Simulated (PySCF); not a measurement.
## From computed data to an observable: chemical shift, span and skew from a shielding tensor

C₂H₄BNO₂, SMILES OB1OCN=C1. Atoms are numbered in the order given.

```xyz
10

O     -0.1152    -2.1285     0.0000
B     -0.0650    -0.7788     0.0000
C     -1.2323     0.2796     0.0000
N     -0.7226     1.4613     0.0000
C      0.7145     1.3382     0.0000
O      1.0887    -0.0385     0.0000
H      0.7603    -2.5385     0.0000
H     -2.3237     0.1646     0.0000
H      1.1326     1.8338    -0.8937
H      1.1326     1.8338     0.8937
```

The structure is a stationary point at B3LYP-D3(BJ)/def2-SVP. This is a generated structure with no PubChem entry under its InChIKey; it may be hypothetical. One conformer was computed; it need not be the lowest.

GIAO shieldings from PBE/pcSseg-1 run with PySCF, non-relativistic, no solvent. The symmetric part of the tensor of N4 has the principal values -588.5, -201.0, 197.0 ppm. The same nucleus in NH3 has σ = 267.0 ppm at this level (PySCF, at its B3LYP-D3(BJ)/def2-TZVP geometry).

Problem. Work out the isotropic shielding, the ¹⁵N shift against NH3, the span and the skew.

Solution. 
σ(iso) = (σ11 + σ22 + σ33)/3 = -197.5 ppm. δ = σ(ref) − σ(iso) = 267.0 − (-197.5) = 464.5 ppm.
Span Ω = σ33 − σ11 = 785.5 ppm. Skew κ = 3(σ(iso) − σ22)/Ω = 0.01. Tumbling in solution averages the tensor to δ; in a static solid the shielding alone would spread this spin-1/2 line over Ω.
